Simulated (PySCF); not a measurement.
A GIAO shielding run with PySCF 2.14.0 with density-fitted response routines (density fitting, non-relativistic, gas phase) on SMILES [SiH3]C/P=P/N1CCCC1, C5H13NP2Si:

```
$ OMP_NUM_THREADS=1 python probes_run.py task.json out

{"job": {"kind": "nmr", "xc": "PBE0", "basis": "pcSseg-1"}, "charge": 0, "multiplicity": 1}
Si     4.378805    -0.498797     0.272400
C      2.923454    -1.584843     0.850024
P      1.391074    -1.229980    -0.141745
P      0.468335    -0.000474     1.204866
N     -0.914837     0.434454     0.387039
C     -1.961481     1.265088     0.953447
C     -3.220219     0.789256     0.237547
C     -2.693342     0.509150    -1.170125
C     -1.305203    -0.073557    -0.911310
H      4.068686     0.903848     0.557867
H      5.577374    -0.911095     1.008584
H      4.578332    -0.687955    -1.165467
H      3.164841    -2.638668     0.698541
H      2.730628    -1.435497     1.912021
H     -2.000923     1.148768     2.036722
H     -1.771490     2.321429     0.723322
H     -4.016574     1.530151     0.252719
H     -3.582453    -0.132879     0.693602
H     -3.327507    -0.176772    -1.727393
H     -2.611393     1.443073    -1.727544
H     -1.318201    -1.172008    -0.879583
H     -0.568317     0.216694    -1.669522
```

Hardware: 1 thread of an Arm Neoverse V1, shared host. The job also computes population analyses, field gradients, ring-centre shieldings.

Question: How large is the calculation?

Answer: 94 electrons, 239 basis functions and 1304 auxiliary functions.

Question: How long does it take, and how much memory does it need?

Answer: 66 s of wall time, with 14 SCF cycles and 5 response iterations; peak memory 1 GiB. Times on a shared host scatter by some tens of per cent.
